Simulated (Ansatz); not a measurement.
Two shapes of singlet Li₂F₂.

Shape 1:

```xyz
4

Li    1.1079    0.0376   -0.0328
Li   -1.1099    0.0329   -0.0373
F     0.0167    1.3138    0.0420
F     0.0039   -1.3052   -0.0482
```

Shape 2:

```xyz
4

Li    1.0999   -0.0065    0.0059
Li   -1.0970    0.0062   -0.0013
F    -0.0023    1.2976   -0.0083
F    -0.0032   -1.2923   -0.0095
```

Basis set: STO-3G (spherical functions). Correlated methods keep 2 orbitals frozen. Charge 0, multiplicity 1.

Computed with Ansatz (development build ahead of 0.2.0); each method stands on the lowest determinant of its kind that the runs found.

**Question.** Which shape is lower in energy, and by how much in each method?

**Answer.**

| method | E(2) − E(1) (eV) |
| --- | --- |
| RHF | -0.122 |
| RHF-MP2 | -0.103 |

Shape 2 is lower.
